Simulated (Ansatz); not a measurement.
Consider the formal exchange of groups at the Si–Si bond: `[SiH3][SiH2][GeH2][SiH2][GeH3]` + `[GeH3][GeH3]` → `[GeH3][SiH2][GeH2][SiH2][GeH2][GeH3]` + SiH₄.

Computed with Ansatz on PBE0-D4/def2-TZVP structures; ΔE is electronic, products minus reactants. CBS: MP2 limit from def2 TZ/QZ plus the TZ coupled-cluster correction, frozen cores. This one scheme is used for every species. DFT in def2-TZVPP. B3LYP here is the variant with VWN-RPA as its local correlation; programs differ in this. HSE06 is defined as in plane-wave codes. For Ge outer-core shells are correlated without core-valence functions, which leaves a few kJ/mol of doubt a bond. Scalar relativity is left out up to krypton. One conformer a species, not always the lowest.

`[SiH3][SiH2][GeH2][SiH2][GeH3]`:

Z-matrix (Å, degrees):
```
Si
Si 1 2.337
H 1 1.488 2 109.4
H 1 1.488 2 109.8 3 118.9
H 1 1.488 2 111.6 3 -120.4
Ge 2 2.382 1 109.4 3 -58.0
H 2 1.489 1 110.4 3 179.8
H 2 1.490 1 109.4 3 60.7
Si 6 2.381 2 108.7 1 51.4
H 6 1.540 2 110.0 1 -69.5
H 6 1.541 2 110.2 1 171.5
Ge 9 2.379 6 109.5 2 48.5
H 9 1.489 6 110.9 2 170.1
H 9 1.489 6 109.0 2 -70.7
H 12 1.538 9 111.6 6 177.9
H 12 1.538 9 110.2 6 57.2
H 12 1.538 9 109.9 6 -61.8
```

`[GeH3][GeH3]`:

Cartesian coordinates in Å:
```
Ge 0.589 -0.999 -0.346
Ge -0.589 0.998 0.347
H 1.462 -1.531 0.802
H -0.410 -2.094 -0.752
H 1.496 -0.693 -1.549
H -1.473 1.520 -0.798
H 0.410 2.100 0.736
H -1.484 0.697 1.560
```

`[GeH3][SiH2][GeH2][SiH2][GeH2][GeH3]`:

Cartesian coordinates in Å:
```
Ge -2.057 0.346 -1.785
Si 0.128 1.201 -2.188
Ge 1.263 1.786 -0.175
Si 2.308 -0.120 0.796
Ge 0.723 -1.882 0.989
Ge -1.215 -1.108 2.223
H -2.866 1.341 -0.937
H -2.796 0.124 -3.116
H -2.003 -0.996 -1.037
H 0.003 2.404 -3.056
H 0.930 0.185 -2.925
H 2.321 2.867 -0.472
H 0.254 2.385 0.823
H 2.840 0.219 2.145
H 3.448 -0.539 -0.067
H 0.292 -2.329 -0.420
H 1.334 -3.103 1.703
H -0.844 -0.927 3.705
H -1.683 0.250 1.674
H -2.379 -2.107 2.121
```

SiH₄:

Cartesian coordinates in Å:
```
Si 0.000 0.000 0.000
H 0.530 -0.983 0.978
H -0.904 0.951 0.695
H -0.754 -0.714 -1.061
H 1.128 0.747 -0.612
```

| level | ΔE (kJ/mol) | difference from CCSD(T)/CBS |
| --- | --- | --- |
| LDA (SPW92) | -18.2 | 8.8 |
| PBE-D4 | -20.1 | 6.9 |
| revPBE-D4 | -20.0 | 7.0 |
| BLYP-D4 | -25.5 | 1.5 |
| r2SCAN-D4 | -20.5 | 6.5 |
| B97M-V | -13.4 | 13.6 |
| PBE0-D4 | -21.2 | 5.8 |
| B3LYP-D4 | -25.6 | 1.4 |
| r2SCANh-D4 | -21.2 | 5.8 |
| r2SCAN0-D4 | -22.0 | 5.0 |
| HSE06-D4 | -21.3 | 5.7 |
| BHLYP-D4 | -27.8 | -0.8 |
| CAM-B3LYP-D4 | -23.1 | 3.9 |
| ωB97X-V | -21.5 | 5.5 |
| PBE-QIDH | -22.8 | 4.2 |
| PBE | -13.1 | 13.9 |
| revPBE | -8.9 | 18.1 |
| BLYP | -12.7 | 14.3 |
| r2SCAN | -18.1 | 8.9 |
| PBE0 | -14.4 | 12.6 |
| B3LYP | -14.5 | 12.5 |
| r2SCANh | -18.5 | 8.5 |
| r2SCAN0 | -19.0 | 8.0 |
| HSE06 | -14.6 | 12.4 |
| BHLYP | -16.5 | 10.5 |
| CAM-B3LYP | -15.4 | 11.6 |
| LC-ωPBE | -13.9 | 13.1 |
| RPA@PBE/def2-TZVPP | -29.0 | -2.0 |
| MP2/def2-SVP | -28.2 | -1.2 |
| CCSD(T)/def2-SVP | -24.2 | 2.8 |
| HF/def2-TZVPP | -14.5 | 12.5 |
| MP2/def2-TZVPP | -33.8 | -6.8 |
| SCS-MP2/def2-TZVPP | -30.2 | -3.2 |
| CCSD(T)/def2-TZVPP | -28.1 | -1.1 |
| HF/def2-QZVPP | -12.5 | 14.5 |
| MP2/def2-QZVPP | -32.4 | -5.4 |
| SCS-MP2/def2-QZVPP | -28.2 | -1.2 |
| HF/CBS(def2) | -12.2 | 14.8 |
| MP2/CBS(def2) | -32.6 | -5.6 |
| CCSD/CBS(def2) | -25.0 | 2.0 |
| CCSD(T)/CBS | -27.0 | 0 |

Largest T1 diagnostic among the species: 0.013.

In def2-TZVPP, CCSD(T) changes the Hartree–Fock value by −13.6 kJ/mol (the triples alone add −2.0 kJ/mol) and MP2 by −19.2 kJ/mol. The D4 term adds −11.1 kJ/mol with B3LYP and −6.8 kJ/mol with PBE0; it sums over pairs of atoms, weighted by their polarisabilities, and B3LYP, whose exchange is more repulsive, gets the larger term. Leaving LDA and LC-ωPBE aside and taking each functional with its dispersion term where it has one, the values spread over 14.4 kJ/mol, from BHLYP-D4 to B97M-V. LDA lies −5.1 kJ/mol from PBE without D4.
